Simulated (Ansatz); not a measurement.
Reaction (formal exchange of groups at the Si–N bond): `CBN[SiH3]` + `C/C=C(\O)Cl` → `O/C(Cl)=C/[SiH3]` + `CBNC`

Isolated molecules relaxed with PBE0-D4/def2-TZVP in Ansatz; ΔE leaves out vibrations. CCSD(T)/CBS adds triple-zeta CCSD(T) − MP2 to the extrapolated MP2 energy (def2 sets, frozen cores). Double bonds are as drawn, so ΔE can hold a change between cis and trans. DFT in def2-TZVPP. One conformer a species, not always the lowest.

Question: Is it downhill or uphill in electronic energy at CCSD(T)/CBS, and by how much? (Estimate.)

Answer: Ansatz gave: Uphill: ΔE = +68.9 kJ/mol.

Question: What do these levels give: PBE0-D4, PBE, MP2/def2-TZVPP, CCSD/def2-TZVPP, CCSD(T)/def2-TZVPP, MP2/CBS(def2)? (An estimate is asked.)

Answer: The calculation gave: PBE0-D4 61.8, PBE 55.4, MP2/def2-TZVPP 69.4, CCSD/def2-TZVPP 69.6, CCSD(T)/def2-TZVPP 67.3, MP2/CBS(def2) 70.9 kJ/mol.

Largest T1 diagnostic among the species: 0.012.

From PBE to PBE0 (25 % exact exchange), in def2-TZVPP and without D4, ΔE moves by +5.8 kJ/mol. In def2-TZVPP, CCSD(T) changes the Hartree–Fock value by −9.1 kJ/mol (the triples alone add −2.3 kJ/mol) and MP2 by −7.0 kJ/mol.
